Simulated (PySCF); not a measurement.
Hf(OH)2(H)2 (H4HfO2), SMILES [OH][HfH2][OH], multiplicity 1.

Geometry optimised at PBE0-D3(BJ)/def2-TZVP. The spin state was assumed, not searched. The def2 effective core potentials stand for the cores of Hf; spin–orbit coupling is left out. Other conformers were not sampled.

The numbers are results of PySCF with ωB97X/def2-TZVPD, not measurements.

Symmetry labels are those of the subgroup C2v that the program uses (full group C2v).

Computed valence orbital energies around the gap with their symmetry:
| orbital | symmetry | energy (eV) |
|---|---|---|
| HOMO−7 | A1 | -17.46 |
| HOMO−6 | B1 | -16.71 |
| HOMO−5 | A1 | -12.80 |
| HOMO−4 | A2 | -12.74 |
| HOMO−3 | B2 | -12.49 |
| HOMO−2 | B1 | -12.44 |
| HOMO−1 | A1 | -11.01 |
| HOMO | B2 | -10.18 |
| LUMO | A1 | 0.84 |
| LUMO+1 | A1 | 1.35 |
| LUMO+2 | B1 | 1.49 |
| LUMO+3 | B2 | 1.68 |
